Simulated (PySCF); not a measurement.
# Electronic absorption of hydroquinone

Compound: hydroquinone, C₆H₆O₂.
SMILES: `Oc1ccc(O)cc1`

Level of theory: TDDFT wB97X-D/def2-SVPD, vertical, gas phase, core orbitals frozen in the response (PySCF). The structure is a single PBE0-D3(BJ)/def2-SVP conformer in the gas phase; no vibrational or solvent corrections. Torsions of this conformer, `[OH:1][c:2]1[cH:3][cH:4][c:5]([OH:6])[cH:7][cH:8]1`: H–O1–C2–C3 0°, H–O6–C5–C4 180°.

```tsv
state	E (eV)	λ (nm)	ν̃ (cm⁻¹)	f	symmetry	main configurations (H = HOMO, L = LUMO)
S1	4.74	261.4	38250	0.062	Bu	H→L (90%), H-1→L+1 (9%)
S2	5.85	211.9	47190	0.078	Bu	H→L+1 (78%), H-1→L (21%)
S3	6.04	205.3	48700	0.0000	–	H→L+2 (92%)
S4	6.10	203.4	49170	0.0000	–	H→L+3 (91%)
S5	6.92	179.2	55820	0.628	Bu	H-1→L (77%), H→L+1 (20%)
S6	6.95	178.5	56030	0.0000	–	H→L+4 (93%)
```

The lowest singlet comes at 261 nm (458 kJ/mol) in the ultraviolet; it is of moderate strength; its leading configuration is HOMO→LUMO (90%). The strongest level in the table is S5 at 6.92 eV (179 nm, f = 0.628). Löwdin shares by element: HOMO carbon 32% or more, oxygen 30% (atoms not listed hold the other 38%); LUMO carbon 73% or more (atoms not listed hold the other 27%). The listed states span 2.20 eV, and the widest gap between neighbours is 1.11 eV (S1 to S2). Weighted by f, the mean energy of these states is 6.63 eV. Orbital energies (eV): HOMO-3 -11.58, HOMO-2 -11.04, HOMO-1 -9.28, HOMO -7.76, LUMO 1.28, LUMO+1 2.13, LUMO+2 2.16. Symmetry labels in C2h follow from the direction of the transition dipole and are given only for states with f of 0.002 or more. Singlets were solved by full linear response.
